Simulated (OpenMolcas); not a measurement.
Multiplet structure of Lu II

```
Program             : OpenMolcas
Method              : SS-CASPT2, IPEA 0.25 Eh, imaginary shift 0.1 Eh (closed shells correlated: 5s 5p)
Basis               : ANO-RCC-VTZP [8s7p5d3f2g1h]
Scalar Hamiltonian  : DKH2, point nucleus
Active space        : 2 electrons in 11 orbitals (5d 6s 6d)
State averaging     : 2S+1 = 1 even, 6 roots; 2S+1 = 3 even, 5 roots kept (CI in the orbitals of an earlier block)
Spin-orbit coupling : RASSI with atomic mean-field integrals over the reference wave functions, term energies averaged over their components
```

With spin-orbit coupling, above the lowest level:

```tsv
Configuration	Term	J	E (cm⁻¹)	Measured (cm⁻¹)	g	Term weight %	Second
6s²	¹S	0	0.0	0.0		100	
5d 6s	³D	1	11750	11796	0.499	100	
5d 6s	³D	2	12480	12435	1.157	94	6 ¹D
5d 6s	³D	3	14370	14199	1.334	100	
5d 6s	¹D	2	17590	17333	1.011	94	6 ³D
```

Against the 4 measured excited levels shown (NIST Handbook of Basic Atomic Spectroscopic Data) the mean absolute deviation is 130 cm-1; the largest miss in energy is 5d 6s ¹D₂: computed 17590, measured 17333 cm⁻¹ (+1.5 %).

Term energies are means over components that CASPT2 splits; among the terms shown or strongly mixed into the levels shown the widest spread is 28 cm-1 (5d 6s ³D). Terms from blocks run as CI alone lack orbitals of their own. Active for correlation alone: 6d; no level in the range computed is led by a configuration that fills it, so any true level of that kind is missing. Computed and measured levels are paired by configuration, term and J; levels that our copy of the source lacks, or whose pairing is in doubt (as where it misses far off the trend of its configuration), stay unpaired and out of the deviations. Only configurations of the active space appear. The first state left out of the spin-orbit step lies near 29000 cm-1 above the lowest spin-free state of the reference (among the parities and spins computed), and the list stops at four fifths of that energy or lower.

The term weight is that of the spin-free term in the level, not the purity of its configuration.
